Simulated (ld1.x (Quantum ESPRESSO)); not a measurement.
# What the settings do to the PAW potential of La (Z = 57)

Base potential:

ld1.x (Quantum ESPRESSO) 7.5 input, shortened:

```
&input
   title='La', zed=57., rel=1, dft='PZ', iswitch=3,
   config='[Xe] 4f0 5d1.5 6s1.5 6p0'
 /
 &inputp
   pseudotype=3, lpaw=.true., tm=.true., lloc=-1, rcloc=1.95,
   nlcc=.true., new_core_ps=.true., rcore=1.40,
   which_augfun='GAUSS', rmatch_augfun=1.60
 /
8
5S  1  0   2.00   0.00  2.00  2.25  0.0
6S  2  0   1.50   0.00  2.00  2.25  0.0
5P  2  1   6.00   0.00  2.55  3.05  0.0
6P  3  1   0.00   0.00  2.55  3.05  0.0
5D  3  2   1.50   0.00  2.25  2.70  0.0
5D  3  2   0.00   2.60  2.25  2.70  0.0
4F  4  3   0.00   0.00  1.45  1.85  0.0
4F  4  3   0.00   0.80  1.45  1.85  0.0
 &test
   configts(1)='4f0 5s2 5p6 5d1.5 6s1.5 6p0'
 /
```

Cutoffs, loose and tight: the cutoffs (Ry, on a coarse ladder) from which the occupation-weighted sum of valence levels, in a spherical-Bessel basis at the reference potential, stays within 10 and 1 mRy of its value at 400 Ry. They do not see the model core or the augmentation charge, which bear on the density cutoff. Test errors are all-electron minus pseudo excitation energies from the reference, over the configurations 4f0 5s2 5p6 5d1 6s2 6p0; 4f0 5s2 5p6 5d1 6s1 6p0; 4f0 5s2 5p6 5d1 6s0 6p0; 4f0 5s2 5p6 5d1 6s0 6p1; 4f0 5s2 5p6 5d1 6s1.5 6p0; 4f0 5s2 5p6 5d1 6s0 6p2; 4f1 5s2 5p6 5d0 6s1 6p0 (two spin-polarised tests are not counted in the largest error). A dash means not determined; rows that change the core or the reference have their own tests. The largest error is taken over the tests solved by every variant that gives reliable tests at all: 4f0 5s2 5p6 5d1 6s0 6p0; 4f0 5s2 5p6 5d1 6s1 6p0; 4f0 5s2 5p6 5d1 6s2 6p0.

Cutoffs are not given where the Bessel-basis levels miss the radial ones by over 6 mRy, ghosts where they miss by over 20 mRy; a channel whose overlap is not positive is not tested.

A file whose overlap is not positive is unfit for use, and its test errors describe a broken file.

```csv
change,outcome,bound ghosts,largest test error (meV)
base,"generated, overlap not positive",not determined (overlap not positive),+3.9
"core correction a·sin(br)/r model core, default radius (ld1.x builds one for every PAW set, though the input has nlcc=.false.)","generated, overlap not positive",not determined (overlap not positive),+1.5
core correction Bessel-smoothed model core inside 0.82 bohr,"generated, overlap not positive",not determined (overlap not positive),+4.8
core correction Bessel-smoothed model core inside 0.96 bohr,"generated, overlap not positive",not determined (overlap not positive),+4.8
core correction Bessel-smoothed model core inside 1.18 bohr,"generated, overlap not positive",not determined (overlap not positive),+4.4
core correction Bessel-smoothed model core inside 1.42 bohr,"generated, overlap not positive",not determined (overlap not positive),+3.9
core correction Bessel-smoothed model core inside 1.60 bohr,"generated, overlap not positive",not determined (overlap not positive),+3.0
core correction Bessel-smoothed model core inside 1.86 bohr,"generated, overlap not positive",not determined (overlap not positive),+1.6
core correction Bessel-smoothed model core inside 1.98 bohr,"generated, overlap not positive",not determined (overlap not positive),+1.5
core correction Bessel-smoothed model core inside 2.20 bohr,"generated, overlap not positive",not determined (overlap not positive),+1.4
```
